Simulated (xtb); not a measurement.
A run for xtb: GFN1-xTB on AlMo, 2S+1 = 6, a spin state set in the input, which need not be the lowest, a point of a bond scan (R = 2.986 Å).

```
$ xtb mol.xyz --gfn 1 --sp --chrg 0 --uhf 5
2

Mo     0.00000000     0.00000000     0.00000000
Al     0.00000000     0.00000000     2.98579200
```

It printed:

```
[...]
           -------------------------------------------------
          |                Calculation Setup                |
           -------------------------------------------------



           -------------------------------------------------
          |                 G F N 1 - x T B                 |
           -------------------------------------------------

        Reference                      10.1021/acs.jctc.7b00118
      * Hamiltonian:
        H0-scaling (s, p, d)           1.850000    2.250000    2.000000
        zeta-weighting                 0.000000
      * Dispersion:
        s8                             2.400000
        a1                             0.630000
        a2                             5.000000
        s9                             0.000000
      * Repulsion:
        kExp                           1.500000
        rExp                           1.000000
      * Coulomb:
        alpha                          2.000000
        third order                    atomic
        anisotropic                    false
      * Halogen bond correction:
        rad-scale                      1.300000
        damping                        0.440000


          ...................................................
          :                      SETUP                      :
          :.................................................:
          :  # basis functions                  20          :
          :  # atomic orbitals                  18          :
          :  # shells                            6          :
          :  # electrons                         9          :
          :  # halogen bonds                     0          :
          :  max. iterations                   250          :
          :  Hamiltonian                  GFN1-xTB          :
          :  restarted?                      false          :
          :  GBSA solvation                  false          :
          :  PC potential                    false          :
          :  electronic temp.          300.0000000     K    :
          :  accuracy                    1.0000000          :
          :  -> integral cutoff          0.2500000E+02      :
          :  -> integral neglect         0.1000000E-07      :
          :  -> SCF convergence          0.1000000E-05 Eh   :
          :  -> wf. convergence          0.2000000E-04 e    :
          :  Broyden damping             0.4000000          :
          :  net charge                          0          :
          :  unpaired electrons                  5          :
          ...................................................

 iter      E             dE          RMSdq      gap      omega  full diag
   1     -3.0192126 -0.301921E+01  0.113E+01    3.09       0.0  T
   2     -3.0905818 -0.713692E-01  0.635E+00    2.46       1.0  T
   3     -3.0911916 -0.609828E-03  0.203E+00    1.96       1.0  T
   4     -3.0914451 -0.253461E-03  0.127E+00    2.35       1.0  T
   5     -3.0944240 -0.297887E-02  0.611E-02    2.14       1.2  T
   6     -3.0944090  0.149286E-04  0.822E-02    2.16       1.0  T
   7     -3.0944240 -0.149437E-04  0.248E-03    2.14      28.5  T
   8     -3.0944240  0.164465E-09  0.213E-03    2.14      33.1  T
   9     -3.0944240 -0.734323E-08  0.304E-05    2.14    2323.4  T
  10     -3.0944240 -0.161249E-11  0.540E-06    2.14   13099.3  T

   *** convergence criteria satisfied after 10 iterations ***

         #    Occupation            Energy/Eh            Energy/eV
      -------------------------------------------------------------
         1        2.0000           -0.5216625             -14.1952
         2        2.0000           -0.3358993              -9.1403
         3        1.0000           -0.3050120              -8.2998
         4        1.0000           -0.3050120              -8.2998
         5        1.0000           -0.3025029              -8.2315
         6        1.0000           -0.3021177              -8.2210
         7        1.0000           -0.3021177              -8.2210 (HOMO)
         8                         -0.2233838              -6.0786 (LUMO)
         9                         -0.2233838              -6.0786
        10                         -0.1913690              -5.2074
        11                         -0.1490943              -4.0571
        12                         -0.1490943              -4.0571
       ...                                ...                  ...
        18                          0.6327860              17.2190
      -------------------------------------------------------------
                  HL-Gap            0.0787339 Eh            2.1425 eV
             Fermi-level           -0.2917868 Eh           -7.9399 eV

 SCC (total)                   0 d,  0 h,  0 min,  0.004 sec
 SCC setup                      ...        0 min,  0.000 sec (  3.277%)
 Dispersion                     ...        0 min,  0.000 sec (  1.322%)
 classical contributions        ...        0 min,  0.000 sec (  0.726%)
 integral evaluation            ...        0 min,  0.001 sec ( 19.142%)
 iterations                     ...        0 min,  0.002 sec ( 40.628%)
 molecular gradient             ...        0 min,  0.001 sec ( 27.738%)
 printout                       ...        0 min,  0.000 sec (  6.671%)

         :::::::::::::::::::::::::::::::::::::::::::::::::::::
         ::                     SUMMARY                     ::
         :::::::::::::::::::::::::::::::::::::::::::::::::::::
         :: total energy              -3.094780928458 Eh    ::
         :: gradient norm              0.029302964906 Eh/a0 ::
         :: HOMO-LUMO gap              2.142459087320 eV    ::
         ::.................................................::
         :: SCC energy                -3.094423986243 Eh    ::
         :: -> electrostatic           0.007390724351 Eh    ::
         :: repulsion energy           0.000427776296 Eh    ::
         :: dispersion energy         -0.000784718510 Eh    ::
         :: halogen bond corr.         0.000000000000 Eh    ::
         :: add. restraining           0.000000000000 Eh    ::
         :: total charge              -0.000000000001 e     ::
         :::::::::::::::::::::::::::::::::::::::::::::::::::::

           -------------------------------------------------
          |                Property Printout                |
           -------------------------------------------------

    * Orbital Energies and Occupations

         #    Occupation            Energy/Eh            Energy/eV
      -------------------------------------------------------------
         1        2.0000           -0.5216625             -14.1952
         2        2.0000           -0.3358993              -9.1403
         3        1.0000           -0.3050120              -8.2998
         4        1.0000           -0.3050120              -8.2998
         5        1.0000           -0.3025029              -8.2315
         6        1.0000           -0.3021177              -8.2210
         7        1.0000           -0.3021177              -8.2210 (HOMO)
         8                         -0.2233838              -6.0786 (LUMO)
         9                         -0.2233838              -6.0786
        10                         -0.1913690              -5.2074
        11                         -0.1490943              -4.0571
        12                         -0.1490943              -4.0571
        13                         -0.1033916              -2.8134
        14                         -0.1033916              -2.8134
        15                          0.0873090               2.3758
        16                          0.2846825               7.7466
        17                          0.2846825               7.7466
        18                          0.6327860              17.2190
Note: The following floating-point exceptions are signalling: IEEE_UNDERFLOW_FLAG IEEE_DENORMAL
normal termination of xtb
      -------------------------------------------------------------
                  HL-Gap            0.0787339 Eh            2.1425 eV
             Fermi-level           -0.2917868 Eh           -7.9399 eV

  Mulliken/CM5 charges         n(s)   n(p)   n(d)
     1Mo   -0.29919 -0.26339   1.323  0.105  4.871
     2Al    0.29919  0.26339   1.898  0.523  0.280

Wiberg/Mayer (AO) data.
largest (>0.10) Wiberg bond orders for each atom

 ---------------------------------------------------------------------------
     #   Z sym  total        # sym  WBO       # sym  WBO       # sym  WBO
 ---------------------------------------------------------------------------
     1  42 Mo   1.315 --     2 Al   1.315
     2  13 Al   1.315 --     1 Mo   1.315
 ---------------------------------------------------------------------------

Topologies differ in total number of bonds
Writing topology from bond orders to xtbtopo.mol

 dipole moment from electron density (au)
     X       Y       Z
  -0.0000   0.0000   2.5360  total (Debye):    6.446


           -------------------------------------------------
          | TOTAL ENERGY               -3.094780928458 Eh   |
          | GRADIENT NORM               0.029302964906 Eh/α |
          | HOMO-LUMO GAP               2.142459087320 eV   |
           -------------------------------------------------

------------------------------------------------------------------------
------------------------------------------------------------------------
 total:
 SCF:
```

The run finished.

Cost: around 0.05 core-seconds (rough).
